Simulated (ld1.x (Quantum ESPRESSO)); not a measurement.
**Which change was made? (W, ultrasoft)**

```
Element                 : tungsten
Generator               : ld1.x (Quantum ESPRESSO) 7.5
Type                    : ultrasoft
Functional              : PBE
Relativity              : fully relativistic
Frozen core             : [Xe] 4f14
Valence charge          : 6
Reference configuration : 5d4 6s2 6p0
Partial waves           : 6s (bound): rcut 2.50, rcutus 2.90 bohr; 6s channel at 1.2 Ry: rcut 2.50, rcutus 2.90 bohr; 6p (bound, empty): rcut 2.40, rcutus 2.55 bohr; 6p channel at 2.5 Ry: rcut 2.40, rcutus 2.55 bohr; 5d (bound): rcut 2.50, rcutus 2.90 bohr; 5d channel at 0.05 Ry: rcut 2.50, rcutus 2.90 bohr
Local potential         : all-electron potential smoothed inside 1.90 bohr (lloc = -1)
Core correction         : Bessel-smoothed model core, default radius (core density twice the valence density)
Augmentation charge     : built from norm-conserving waves at rcut, not smoothed further
```

Open shells are filled in proportion to 2j + 1 (rel_dist='average').

Cutoffs, loose and tight: the cutoffs (Ry, on a coarse ladder) from which the occupation-weighted sum of valence levels, in a spherical-Bessel basis at the reference potential, stays within 10 and 1 mRy of its value at 400 Ry. They do not see the model core or the augmentation charge, which bear on the density cutoff. Test errors are all-electron minus pseudo excitation energies from the reference, over the configurations 5d4 6s1 6p0; 5d4 6s0 6p0; 5d3 6s0 6p0; 5d5 6s1 6p0; 5d5 6s0 6p0; 5d4 6s1.5 6p0; 5d2 6s0 6p0; variants that change the core or the reference have their own tests. The largest error is taken over the tests solved by every variant that gives reliable tests at all, those not shown here included: 5d3 6s0 6p0; 5d4 6s0 6p0; 5d4 6s1 6p0.

The base gives: outcome: generated; cutoff, loose: 12 Ry; cutoff, tight: 15 Ry; bound ghosts: p1/2, s, p3/2; largest test error (meV): -111.

After one change the result is: outcome: failed: chargeps: negative rho. Which change was it?
A. waves 5d (bound): rcut 2.50, rcutus 3.00 bohr; 5d channel at 0.05 Ry: rcut 2.50, rcutus 3.00 bohr
B. augmentation PSQ, radius 2.70 bohr
C. waves 6s (bound): rcut 2.50, rcutus 3.26 bohr; 6s channel at 1.2 Ry: rcut 2.50, rcutus 3.26 bohr
D. local potential all-electron potential smoothed inside 2.40 bohr (lloc = -1)
E. waves 6p (bound): rcut 2.40, rcutus 3.48 bohr; 6p channel at 2.5 Ry: rcut 2.40, rcutus 3.48 bohr

B. The others give: waves 5d (bound): rcut 2.50, rcutus 3.00 bohr; 5d channel at 0.05 Ry: rcut 2.50, rcutus 3.00 bohr → outcome: generated; cutoff, loose: 10 Ry; cutoff, tight: 12 Ry; bound ghosts: p1/2, s, p3/2; largest test error (meV): -113 | local potential all-electron potential smoothed inside 2.40 bohr (lloc = -1) → outcome: generated; cutoff, loose: 12 Ry; cutoff, tight: 15 Ry; bound ghosts: p3/2; largest test error (meV): test run stopped at test 1 of 7 (negative rho) | waves 6s (bound): rcut 2.50, rcutus 3.26 bohr; 6s channel at 1.2 Ry: rcut 2.50, rcutus 3.26 bohr → outcome: generated; cutoff, loose: 12 Ry; cutoff, tight: 15 Ry; bound ghosts: s, p1/2, p3/2; largest test error (meV): -111 | waves 6p (bound): rcut 2.40, rcutus 3.48 bohr; 6p channel at 2.5 Ry: rcut 2.40, rcutus 3.48 bohr → outcome: generated; cutoff, loose: 12 Ry; cutoff, tight: 15 Ry; bound ghosts: s; largest test error (meV): -111.
